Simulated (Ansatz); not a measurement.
Program: Ansatz. Geometries: PBE0-D4/def2-TZVP. ΔE: electronic, gas phase. CCSD(T)/CBS adds triple-zeta CCSD(T) − MP2 to the extrapolated MP2 energy (def2 sets, frozen cores). This one scheme is used for every species. DFT in def2-TZVPP. Each species was taken in one conformer, which may not be the lowest.

Reaction (cleavage of the Si–Al bond): `[F][AlH][SiH2]Cl` + `BN[SiH2][SiH3]` → `BN([SiH2][SiH3])[SiH2]Cl` + `[F][AlH2]`

Question: Is it downhill or uphill in electronic energy at CCSD(T)/CBS, and by how much? (An estimate is asked.)

Answer: The calculation gave: Downhill: ΔE = -14.0 kcal/mol.

Question: What do these levels give: r2SCAN-D4, PBE0-D4, ωB97X-V, B2PLYP, PBE, r2SCAN, CCSD/def2-TZVPP, CCSD(T)/def2-TZVPP, HF/def2-QZVPP, MP2/def2-QZVPP, SCS-MP2/def2-QZVPP, MP2/CBS(def2)? (Best estimate.)

Answer: Computed: r2SCAN-D4 -11.9, PBE0-D4 -10.3, ωB97X-V -13.0, B2PLYP -12.3, PBE -6.1, r2SCAN -11.2, CCSD/def2-TZVPP -13.7, CCSD(T)/def2-TZVPP -14.1, HF/def2-QZVPP -13.6, MP2/def2-QZVPP -16.9, SCS-MP2/def2-QZVPP -16.1, MP2/CBS(def2) -16.8 kcal/mol.

Largest T1 diagnostic among the species: 0.013.

From PBE to PBE0 (25 % exact exchange), in def2-TZVPP and without D4, ΔE moves by −1.9 kcal/mol. In def2-TZVPP, CCSD(T) changes the Hartree–Fock value by −0.8 kcal/mol (the triples alone add −0.4 kcal/mol) and MP2 by −3.6 kcal/mol. The D4 term adds −4.2 kcal/mol with B3LYP and −2.4 kcal/mol with PBE0; it sums over pairs of atoms, weighted by their polarisabilities, and B3LYP, whose exchange is more repulsive, gets the larger term.

B3LYP here is the variant with VWN-RPA as its local correlation; programs differ in this.
